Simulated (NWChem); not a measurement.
# CH3Si, doublet; SMILES [SiH]=C

Computed with NWChem. Spin-unrestricted. No stability test was run on the SCF state. Each level has its own optimisation; frequencies are unscaled.

For level B3LYP/3-21G:

| Item | Result |
|---|---|
| r C–Si (Å) | 1.743 |
| lowest (cm⁻¹) | 282 |

Task: Estimate the same quantities for level CAM-B3LYP/def2-SVP.

Result: 
| Property | Value |
|---|---|
| r C–Si (Å) | 1.705 |
| lowest (cm⁻¹) | 505 |
